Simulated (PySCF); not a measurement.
CH5S, SMILES C[SH2+], charge +1.

The structure is a stationary point at B3LYP-D3(BJ)/def2-TZVP. The isomer is the one that the SMILES or the coordinates give; other isomers of the formula were not compared.

All values below come from PBE0/def2-TZVPD (PySCF).

Symmetry labels are those of the subgroup Cs that the program uses (full group Cs).

Computed valence orbital energies around the gap with their symmetry:
```
orbital  symmetry  energy (eV)
-------  --------  -----------
HOMO−7         A'      -170.29
HOMO−6         A'       -29.98
HOMO−5         A'       -25.44
HOMO−4         A"       -20.42
HOMO−3         A'       -19.38
HOMO−2         A'       -18.02
HOMO−1         A"       -17.69
HOMO           A'       -16.30
LUMO           A'        -6.33
LUMO+1         A"        -6.25
LUMO+2         A'        -5.35
LUMO+3         A'        -3.50
```
